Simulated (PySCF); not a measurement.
## Unknowns

PySCF calculation with NMR shieldings at PBE0/pcSseg-1/GIAO and geometry: GFN2-xTB; one averaged value for each set of equivalent atoms, no solvent, one conformer, relativity neglected.

Shifts are taken against calculated references (same method and geometry level): TMS for ¹H, ¹³C. Where no couplings were computed, multiplicities follow the n + 1 count of equivalent neighbours, and m marks all less simple cases (inequivalent or close neighbours, rings, F or P nearby). Shifts are as computed. Against solution values, carbons near 30 ppm lie about +3 ppm off and those near 130 ppm about +5 ppm. Of 1211 compounds with measured shifts, 218 miss one by over three times the rms of a fit or turn the order of signals round; such compounds aren't used in these exercises.

Problem. C$_{8}$H$_{6}$N$_{2}$. ¹H NMR (400 MHz, computed): δ 8.00 (m, 1H), 7.94 (d, 1H), 7.92 (m, 1H), 7.80 (m, 1H), 7.42 (d, 1H), 7.40 (m, 1H). ¹³C{¹H} NMR (computed): δ 161.8 (CH2), 160.0 (C), 140.8 (CH), 138.4 (CH), 129.3 (CH), 128.3 (CH), 123.6 (C), 102.0 (C). Give a structure.

Solution. `N#Cc1c(N=C)cccc1`. The formula gives 7 degrees of unsaturation (1 ring in the answer). 8 carbon signals for 8 carbons: no two carbons are equivalent. Carbon types of the structure: 3 × C, 4 × CH, 1 × CH2, which accounts for all hydrogens. δC 161.8: C=N carbon. δC 160.0: aromatic carbon bearing nitrogen; the electronegative substituent deshields the carbon that carries it. δC 123.6: nitrile carbon; this is the usual window of a C≡N carbon, which has no attached hydrogen. δC 102.0: substituted aromatic carbon.

The data come from this structure; uniqueness wasn't tested.

Problem. C$_{8}$H$_{6}$N$_{2}$. ¹H NMR (300 MHz, computed): δ 9.41 (d, 1H), 8.06 (m, 1H), 7.73 (m, 1H), 7.49 (d, 1H), 6.24 (m, 1H), 3.41 (s, 1H). ¹³C{¹H} NMR (computed): δ 160.1, 152.4, 138.1, 134.3, 133.1, 121.9, 100.1, 84.2. Identify the compound.

Solution. `C#Cc1ccnnc1C=C`. The formula gives 7 degrees of unsaturation (1 ring in the answer). 8 carbon signals for 8 carbons: no two carbons are equivalent. Carbon types of the structure: 3 × C, 4 × CH, 1 × CH2, which accounts for all hydrogens. δC 152.4: aromatic CH next to a ring nitrogen; the adjacent pyridine-type nitrogen withdraws density from it. δC 138.1: alkene CH; the olefinic region. δC 134.3: aromatic CH; the aromatic region. δC 84.2: alkyne carbon; the triple bond shields along its axis, which puts it between sp3 and sp2 carbons.

This is the structure that produced the data.
